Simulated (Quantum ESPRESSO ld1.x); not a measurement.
Results of a calculation; reference values are marked as such.
Task: All-electron atom: In+ in [Kr] 4d10 5s2. Code: ld1.x of Quantum ESPRESSO 7.5. Model: scalar-relativistic Kohn-Sham, LDA (Slater exchange, Gunnarsson-Lundqvist correlation), spin-unpolarised, spherical densities, point nucleus. Some entries of the table are withheld. Estimate them.

orbital,occ.,eigenvalue (hartree),<1/r> (bohr^-1)
1s,2,-1019.03,(1)
2s,2,-152.861,11.81
2p,6,-137.317,11.37
3s,2,(2),4.175
3p,6,-24.1333,(3)
3d,10,-16.2054,3.752
4s,2,-4.68210,1.638
4p,6,-3.16013,(4)
4d,10,-0.97817,1.140
5s,2,(5),0.5224
5p,0,-0.32669,0.4069
6s,0,-0.13279,0.2026
5d,0,-0.09478,0.2139

Result: 
(1) 1s <1/r> (bohr^-1): 51.81
(2) 3s eigenvalue (hartree): -29.2240
(3) 3p <1/r> (bohr^-1): 3.978
(4) 4p <1/r> (bohr^-1): 1.481
(5) 5s eigenvalue (hartree): -0.57177
